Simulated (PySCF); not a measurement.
Ga(I)2(Me) (CH3GaI2), SMILES [I][Ga]([I])[CH3]. Atoms are numbered in the order given.

```xyz
7

Ga     0.6843    -0.2052     0.4272
I     -1.3136    -1.6900     0.3422
I      0.5043     1.9317    -0.8404
C      2.3037    -0.6868     1.4046
H      2.7126     0.1993     1.9106
H      3.0521    -1.0524     0.6845
H      2.0918    -1.4784     2.1359
```
Charge 0, spin multiplicity 1.

The structure is a stationary point at PBE0-D3(BJ)/def2-SVP. The def2 effective core potentials stand for the cores of I; spin–orbit coupling is left out.

All values below come from PBE0/def2-TZVP (PySCF).

ESP charges are fitted to the potential on shells at 1.4 to 2.0 van der Waals radii. Atomic charges (e):

```
atom  Löwdin  ESP fit
----  ------  -------
Ga1    -0.31     0.40
I2      0.19    -0.17
I3      0.18    -0.18
C4     -0.49    -0.41
H5      0.14     0.12
H6      0.14     0.13
H7      0.14     0.11
```
